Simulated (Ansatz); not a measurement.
Ansatz (a quantum-chemistry and plane-wave program) input (B3LYP-D3(BJ)/def2-TZVP):

Ansatz 0.2 input:
```yaml
crystal:
  periodic: [false, false, false]
  atoms:
    - {symbol: B, position_ang: [0.30366010, 0.38118755, -0.10598214]}
    - {symbol: Cl, position_ang: [-0.12163767, 2.14868783, -0.41786228]}
    - {symbol: N, position_ang: [1.54311362, -0.01811323, -0.40016994]}
    - {symbol: N, position_ang: [-0.87270972, -0.29998626, 0.48083786]}
    - {symbol: H, position_ang: [1.77605189, -0.99083553, -0.21740428]}
    - {symbol: H, position_ang: [-0.91873427, -1.29991825, 0.34529463]}
    - {symbol: H, position_ang: [-1.77495392, 0.11860919, 0.30685241]}
basis:
  gaussian:
    orbitals: def2-TZVP
hamiltonian:
  xc: b3lyp
  dispersion: d3bj
total_charge: -1
relax: {f_tol: 0.002, max_steps: 150}
```

Output:

```
Functional definition: B3LYP
integrals: 0.06 GiB planned
874 factors; their error is unknown
mean field: 0.56 GiB planned
mean field evaluation 1: about -16225.2670 eV, gradient 6.5e1 eV
mean field evaluation 2: about -16182.8105 eV, gradient 1.3e2 eV
mean field evaluation 4: about -16233.3448 eV, gradient 1.2e1 eV
mean field evaluation 8: about -16233.5992 eV, gradient 2.2e-1 eV
mean field evaluation 16: about -16233.6295 eV, gradient 2.1e-4 eV
mean field -16233.62946799 eV, -596.5748793995 hartree, gradient 3.1e-5 eV, S^2 0.000000; 0 other end points of the search recorded, 0 dependent functions left out
the calculation of the forces begins
reference -16233.62970633 eV, -596.5748881581 hartree; 20, 20 occupied and 128, 128 virtual orbitals, 874 factors
relax step   1: F+E_penalty+E_count = -16233.85899804 eV  Δ(F+E_penalty+E_count) = +0.000e0 eV  max|allowed force component| = 1.059e0 eV/Å  Δτ_max = 0.0000 Å  (29 SCF iters, accepted)
these checks for a lower state are left out or cut short: starts, cluster_reference, orbital_swaps, neighbouring_geometries, increment
integrals: 0.06 GiB planned
874 factors; their error is unknown
mean field: 0.56 GiB planned
mean field -16233.66897336 eV, -596.5763311948 hartree, gradient 1.8e-5 eV, S^2 0.000000; 0 other end points of the search recorded, 0 dependent functions left out
the calculation of the forces begins
reference -16233.66921227 eV, -596.5763399748 hartree; 20, 20 occupied and 128, 128 virtual orbitals, 874 factors
relax step   2: F+E_penalty+E_count = -16233.89750021 eV  Δ(F+E_penalty+E_count) = -3.850e-2 eV  max|allowed force component| = 6.542e-1 eV/Å  Δτ_max = 0.0392 Å  (32 SCF iters, accepted)
these checks for a lower state are left out or cut short: starts, cluster_reference, orbital_swaps, neighbouring_geometries, increment
integrals: 0.06 GiB planned
874 factors; their error is unknown
mean field: 0.56 GiB planned
mean field evaluation 32: about -16233.6893 eV, gradient 1.9e-5 eV
mean field -16233.68934951 eV, -596.5770800045 hartree, gradient 1.9e-5 eV, S^2 0.000000; 0 other end points of the search recorded, 0 dependent functions left out
the calculation of the forces begins
reference -16233.68958855 eV, -596.5770887892 hartree; 20, 20 occupied and 128, 128 virtual orbitals, 874 factors
relax step   3: F+E_penalty+E_count = -16233.91699343 eV  Δ(F+E_penalty+E_count) = -1.949e-2 eV  max|allowed force component| = 3.483e-1 eV/Å  Δτ_max = 0.0375 Å  (31 SCF iters, accepted)
these checks for a lower state are left out or cut short: starts, cluster_reference, orbital_swaps, neighbouring_geometries, increment
integrals: 0.06 GiB planned
874 factors; their error is unknown
mean field: 0.56 GiB planned
mean field -16233.69198772 eV, -596.5771769569 hartree, gradient 2.0e-5 eV, S^2 0.000000; 0 other end points of the search recorded, 0 dependent functions left out
the calculation of the forces begins
reference -16233.69222653 eV, -596.5771857332 hartree; 20, 20 occupied and 128, 128 virtual orbitals, 874 factors
relax step   4: F+E_penalty+E_count = -16233.91940760 eV  Δ(F+E_penalty+E_count) = -2.414e-3 eV  max|allowed force component| = 1.078e-1 eV/Å  Δτ_max = 0.0171 Å  (31 SCF iters, accepted)
these checks for a lower state are left out or cut short: starts, cluster_reference, orbital_swaps, neighbouring_geometries, increment
integrals: 0.06 GiB planned
874 factors; their error is unknown
mean field: 0.56 GiB planned
mean field -16233.69268288 eV, -596.5772025036 hartree, gradient 2.0e-5 eV, S^2 0.000000; 0 other end points of the search recorded, 0 dependent functions left out
the calculation of the forces begins
reference -16233.69292135 eV, -596.5772112674 hartree; 20, 20 occupied and 128, 128 virtual orbitals, 874 factors
relax step   5: F+E_penalty+E_count = -16233.92019895 eV  Δ(F+E_penalty+E_count) = -7.913e-4 eV  max|allowed force component| = 6.441e-2 eV/Å  Δτ_max = 0.0139 Å  (32 SCF iters, accepted)
these checks for a lower state are left out or cut short: starts, cluster_reference, orbital_swaps, neighbouring_geometries, increment
integrals: 0.06 GiB planned
874 factors; their error is unknown
mean field: 0.56 GiB planned
mean field -16233.69281920 eV, -596.5772075136 hartree, gradient 2.0e-5 eV, S^2 0.000000; 0 other end points of the search recorded, 0 dependent functions left out
the calculation of the forces begins
reference -16233.69305772 eV, -596.5772162788 hartree; 20, 20 occupied and 128, 128 virtual orbitals, 874 factors
relax step   6: F+E_penalty+E_count = -16233.92036158 eV  Δ(F+E_penalty+E_count) = -1.626e-4 eV  max|allowed force component| = 2.088e-2 eV/Å  Δτ_max = 0.0039 Å  (33 SCF iters, accepted)
these checks for a lower state are left out or cut short: starts, cluster_reference, orbital_swaps, neighbouring_geometries, increment
integrals: 0.06 GiB planned
874 factors; their error is unknown
mean field: 0.56 GiB planned
mean field -16233.69281755 eV, -596.5772074526 hartree, gradient 2.0e-5 eV, S^2 0.000000; 0 other end points of the search recorded, 0 dependent functions left out
the calculation of the forces begins
reference -16233.69305604 eV, -596.5772162173 hartree; 20, 20 occupied and 128, 128 virtual orbitals, 874 factors
relax step   7: F+E_penalty+E_count = -16233.92038112 eV  Δ(F+E_penalty+E_count) = -1.954e-5 eV  max|allowed force component| = 6.228e-3 eV/Å  Δτ_max = 0.0015 Å  (33 SCF iters, accepted)
these checks for a lower state are left out or cut short: starts, cluster_reference, orbital_swaps, neighbouring_geometries, increment
integrals: 0.06 GiB planned
874 factors; their error is unknown
mean field: 0.56 GiB planned
mean field evaluation 64: about -16233.6927 eV, gradient 2.8e-1 eV
mean field -16233.69281769 eV, -596.5772074580 hartree, gradient 2.0e-5 eV, S^2 0.000000; 0 other end points of the search recorded, 0 dependent functions left out
the calculation of the forces begins
reference -16233.69305618 eV, -596.5772162222 hartree; 20, 20 occupied and 128, 128 virtual orbitals, 874 factors
relax step   8: F+E_penalty+E_count = -16233.92038533 eV  Δ(F+E_penalty+E_count) = -4.211e-6 eV  max|allowed force component| = 2.037e-3 eV/Å  Δτ_max = 0.0010 Å  (33 SCF iters, accepted)
these checks for a lower state are left out or cut short: starts, cluster_reference, orbital_swaps, neighbouring_geometries, increment
integrals: 0.06 GiB planned
874 factors; their error is unknown
mean field: 0.56 GiB planned
mean field -16233.69282787 eV, -596.5772078320 hartree, gradient 2.0e-5 eV, S^2 0.000000; 0 other end points of the search recorded, 0 dependent functions left out
the calculation of the forces begins
reference -16233.69306635 eV, -596.5772165961 hartree; 20, 20 occupied and 128, 128 virtual orbitals, 874 factors
relax step   9: F+E_penalty+E_count = -16233.92038548 eV  Δ(F+E_penalty+E_count) = -1.517e-7 eV  max|allowed force component| = 2.140e-3 eV/Å  Δτ_max = 0.0007 Å  (33 SCF iters, accepted)
these checks for a lower state are left out or cut short: starts, cluster_reference, orbital_swaps, neighbouring_geometries, increment
integrals: 0.06 GiB planned
874 factors; their error is unknown
mean field: 0.56 GiB planned
mean field -16233.69282457 eV, -596.5772077109 hartree, gradient 2.0e-5 eV, S^2 0.000000; 0 other end points of the search recorded, 0 dependent functions left out
the calculation of the forces begins
reference -16233.69306306 eV, -596.5772164750 hartree; 20, 20 occupied and 128, 128 virtual orbitals, 874 factors
relax step  10: F+E_penalty+E_count = -16233.92038582 eV  Δ(F+E_penalty+E_count) = -3.446e-7 eV  max|allowed force component| = 5.130e-4 eV/Å  Δτ_max = 0.0003 Å  (33 SCF iters, accepted)
integrals: 0.06 GiB planned
874 factors; their error is unknown
mean field: 0.56 GiB planned
mean field evaluation 96: about -16233.6614 eV, gradient 1.7e-1 eV
mean field -16233.69282457 eV, -596.5772077109 hartree, gradient 2.0e-5 eV, S^2 0.000000; 1 other end points of the search recorded, 0 dependent functions left out
the calculation of the forces begins
reference -16233.69306306 eV, -596.5772164750 hartree; 20, 20 occupied and 128, 128 virtual orbitals, 874 factors
Total energy: -16233.92062431 eV, -596.5855791966 hartree
Atom 0 at     0.317333     0.370981    -0.104131 Å, force     0.000057     0.000098    -0.000244 eV/Å
Atom 1 at    -0.162733     2.217381    -0.406094 Å, force    -0.000056    -0.000022    -0.000021 eV/Å
Atom 2 at     1.566956    -0.034124    -0.406646 Å, force     0.000203    -0.000281     0.000122 eV/Å
Atom 3 at    -0.860571    -0.296997     0.478961 Å, force     0.000383     0.000051     0.000513 eV/Å
Atom 4 at     1.714782    -1.023851    -0.211384 Å, force    -0.000054     0.000253    -0.000046 eV/Å
Atom 5 at    -0.879996    -1.300647     0.370509 Å, force    -0.000250    -0.000037    -0.000238 eV/Å
Atom 6 at    -1.760980     0.106889     0.270351 Å, force    -0.000284    -0.000063    -0.000087 eV/Å
Dipole moment:    -0.826615    -0.207212     0.099033 e Å
```

It need not be the lowest isomer of its formula. Whether it binds its extra electron was not tested at this geometry.
